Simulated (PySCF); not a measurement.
Telling isomers of C$_{9}$H$_{9}$N apart by NMR

- PBE0-D3(BJ)/def2-SVP structure
- NMR shieldings at PBE0/pcSseg-1/GIAO
- code: PySCF 2.14
- no relativistic terms, fast rotation and ring inversion assumed for equivalent nuclei, isolated molecule, one conformer

Shifts are taken against calculated references (same method and geometry level): ¹H, ¹³C vs TMS. Where no couplings were computed, multiplicities follow the n + 1 count of equivalent neighbours, and m marks all less simple cases (inequivalent or close neighbours, rings, F or P nearby). Shifts are as computed. Against solution values, carbons near 30 ppm lie about +2 ppm off and those near 130 ppm about +5 ppm. Of 1211 compounds with measured shifts, 218 miss one by over three times the rms of a fit or turn the order of signals round; such compounds aren't used in these exercises.

(1) Tabulate the signals of `C=C=CCc1ccccn1`, `C=C1C=CC([C@@H](C)C#N)=C1` and their relative energies.

(2) What is the quickest way to tell C=C=CCc1ccccn1 from C=C1C=CC([C@@H](C)C#N)=C1?

Answers

(1) 
```json
{"SMILES": "C=C=CCc1ccccn1", "carbon types": "2×C 5×CH 2×CH2", "δC": "223.0, 166.6, 154.8, 141.6, 129.5, 126.2, 97.2, 78.9, 43.4", "δH": "8.61 (d, 1H), 7.70 (m, 1H), 7.36 (d, 1H), 7.08 (m, 1H), 5.46 (m, 1H), 5.03 (m, 2H), 3.44 (m, 2H)", "E rel. (kcal/mol)": "0.0"}
{"SMILES": "C=C1C=CC([C@@H](C)C#N)=C1", "carbon types": "3×C 4×CH 1×CH2 1×CH3", "δC": "158.6, 152.7, 139.8, 135.3, 133.4, 126.4, 125.6, 28.3, 22.5", "δH": "6.83 (d, 1H), 6.46 (d, 1H), 6.14 (m, 1H), 6.12 (m, 1H), 6.07 (s, 1H), 3.25 (q, 1H), 1.39 (d, 3H)", "E rel. (kcal/mol)": "1.0"}
```

Energies are electronic energies at PBE0/pcSseg-1 on these geometries, without zero-point or thermal terms, each for the one conformer computed, which needn't be the lowest.

(2) Both give the same number of carbon signals, but DEPT or the intensities differ. The first has a central carbon of an allene (C) at 223.0 ppm, the second an allylic sp3 CH at 28.3 ppm. Their most deshielded carbons lie at 223.0 and 158.6 ppm. In the proton spectra the most deshielded non-exchanging signals are 8.61 (d, 1H) and 6.83 (d, 1H).
